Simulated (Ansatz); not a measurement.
Diatomic MgC, multiplicity 5 (an upper state: multiplicity 3 came lower at CCSD(T)/def2-TZVPP on PBE0 minima).

Constants: fifth-degree fit in 1/R to seven points, most abundant isotopes. In def2 and cc sets the state is the lowest found near the PBE0 minimum, followed along R.

Programs: Ansatz (an electronic-structure program) with Gaussian orbitals. Each number belongs to the level named beside it.

Energies at PBE0/def2-TZVPP:

```
R (Å)       E (hartree)
--------  -------------
1.905814  -237.80698411
1.957045  -237.80993392
2.004178  -237.81136213
2.057459  -237.81176173
2.110740  -237.81111482
2.172218  -237.80934336
2.243942  -237.80621988
```

Q: With a reduced mass of 7.9983 u, find the minimum, the force constant and the constants.

A: A fifth-degree polynomial in 1/R puts the minimum at r_e = 2.0493 Å with force constant 166 N/m. Then ω_e = (1/2πc)√(k/μ) = 593 cm⁻¹ and B_e = h/(8π²cμr_e²) = 0.5019 cm⁻¹; the cubic and quartic terms give α_e = 0.0047 and ω_e x_e = 3.8 cm⁻¹.
